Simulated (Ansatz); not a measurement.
SiEt(NMe2)3 (C8H23N3Si). Total charge 0; triplet. Geometry PBE-D4/def2-SVP, that of the neutral singlet; atoms count from 1.

```xyz
35

Si    0.1738    0.0162    0.2108
C     1.9579   -0.5372    0.5728
C     2.6305   -1.2937   -0.5843
H     1.9899   -1.1394    1.5077
H     2.5337    0.3879    0.7959
H     3.6836   -1.5568   -0.3512
H     2.1052   -2.2408   -0.8287
H     2.6374   -0.6886   -1.5141
N    -0.0549    0.4339   -1.4829
C     0.6806    1.5261   -2.0856
C    -0.7241   -0.4276   -2.4318
H     1.4835    1.1740   -2.7823
H     1.1616    2.1467   -1.3021
H     0.0141    2.1988   -2.6794
H    -1.2563   -1.2418   -1.9019
H    -1.4778    0.1324   -3.0388
H    -0.0162   -0.9025   -3.1582
N    -0.1630    1.4924    1.0977
C     0.2833    1.6618    2.4644
C    -1.1238    2.4871    0.6701
H     0.7670    2.6567    2.6202
H     1.0262    0.8866    2.7398
H    -0.5552    1.5914    3.2019
H    -1.4536    2.2752   -0.3658
H    -2.0339    2.5114    1.3216
H    -0.6899    3.5168    0.6906
N    -0.9272   -1.2800    0.6489
C    -0.5922   -2.6869    0.6369
C    -2.3420   -1.0146    0.8112
H    -0.9628   -3.1990    1.5577
H     0.5045   -2.8356    0.5975
H    -1.0334   -3.2367   -0.2341
H    -2.5250    0.0745    0.9022
H    -2.9617   -1.3907   -0.0426
H    -2.7398   -1.4980    1.7359
```

Single mean-field runs in def2-TZVP are fitted with def2-universal-jkfit. At PBE0-D4/def2-TZVP a singlet of charge 0 lies 5.61 eV below the triplet at the same geometry.

Estimate the Mulliken populations of the heavy atoms from the PBE0/def2-TZVP orbitals of Ansatz.


| atom | charge (e) | spin (α − β) |
| --- | --- | --- |
| Si1 | 0.06 | 0.15 |
| C2 | -0.30 | 0.04 |
| C3 | -0.09 | -0.26 |
| N9 | 0.11 | 0.80 |
| C10 | 0.17 | -0.54 |
| C11 | 0.09 | -0.44 |
| N18 | -0.14 | 0.02 |
| C19 | -0.30 | -0.02 |
| C20 | -0.11 | -0.21 |
| N27 | -0.13 | 0.00 |
| C28 | -0.24 | -0.07 |
| C29 | -0.23 | -0.08 |
Mulliken values and Mayer orders depend strongly on the basis.

Where does the spin sit?

Summed by element: Si 0.15, C -1.58, H 2.61, N 0.82, of 2 unpaired in all. Largest on single atoms: N9 0.80, C10 -0.54, C11 -0.44.

And the Mayer bond orders between bonded heavy atoms (over 0.3)?

Si1–C2 0.96 (1.90 Å); Si1–N9 0.86 (1.76 Å); Si1–N18 1.27 (1.75 Å); Si1–N27 1.22 (1.76 Å); C2–C3 0.99 (1.54 Å); N9–C10 0.97 (1.45 Å); N9–C11 0.98 (1.45 Å); N18–C19 0.96 (1.45 Å); N18–C20 0.94 (1.45 Å); N27–C28 0.96 (1.45 Å); N27–C29 0.96 (1.45 Å). Values over 0.3 also appear between atoms too far apart for a bond (C10–C11 0.37 at 2.43 Å); they arise where an orbital or an unpaired electron spreads over both atoms.
